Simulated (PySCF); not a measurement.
Structure from NMR data

An unknown has the formula C6H11ClOSi2. Its calculated NMR data are:

1H NMR (400 MHz, computed): δ 7.36 (t, 1H), 5.20 (s, 2H), 5.03 (d, 2H), 3.82 (s, 3H), 2.32 (s, 3H).

13C{1H} NMR (computed): δ 160.5 (CH), 146.3 (C), 109.3 (C), 84.8 (C), 53.8 (CH3), 6.3 (CH3).

[PySCF 2.14: NMR shieldings at PBE0/pcSseg-1/GIAO; GFN2-xTB structure; one computed conformer; no relativistic terms; no solvent; one averaged value for each set of equivalent atoms]

Chemical shifts δ = σref − σ; TMS for 1H (σref 31.72), 13C (σref 186.93), all at this level.

Problem. Which of these isomers gave the spectra?
A. CC#C[SiH2]/C=C\[Si@@H](Cl)OC
B. C#C[Si@@]1(Cl)CCC[Si@@H](O)C1
C. CC#C[SiH2]/C=C/[Si@@H](Cl)OC
D. CC#C/C(=C\[SiH2]OC)[SiH2]Cl
E. C#C[Si@@]1(Cl)CCC[Si@H](O)C1

Solution. D. 

The formula gives 3 degrees of unsaturation (no ring in the answer). 6 carbon signals for 6 carbons: no two carbons are equivalent. Carbon types of the structure: 3 × C, 1 × CH, 2 × CH3, leaving 4 H on heteroatoms. δC 160.5: alkene CH; the olefinic region. δC 146.3: fully substituted alkene carbon; an sp2 carbon of a C=C bond. δC 109.3, 84.8: alkyne carbon. δH 7.36: hydrogen on an alkene CH; a vinylic proton, deshielded by the sp2 carbon and the C=C anisotropy. δH 3.82: hydrogen on a methyl carbon bonded to O; its carbon carries O, which withdraws density.

The others: C#C[Si@@]1(Cl)CCC[Si@H](O)C1 would give 10 signals for carbon-bound and other non-exchanging H, not 5; C#C[Si@@]1(Cl)CCC[Si@@H](O)C1 would give 10 signals for carbon-bound and other non-exchanging H, not 5; CC#C[SiH2]/C=C/[Si@@H](Cl)OC would give 7 signals for carbon-bound and other non-exchanging H, not 5; CC#C[SiH2]/C=C\[Si@@H](Cl)OC would give 7 signals for carbon-bound and other non-exchanging H, not 5.

Shifts are as computed. Against solution values, carbons near 30 ppm lie about +3 ppm off and those near 130 ppm about +5 ppm. Of 1211 compounds with measured shifts, 218 miss one by over three times the rms of a fit or turn the order of signals round; such compounds aren't used in these exercises. No couplings were computed; multiplicities are counted from neighbouring protons, with m where these are inequivalent, close in shift, in a saturated or five-membered ring or joined by F or P, and br s for small geminal =CH2 splittings.
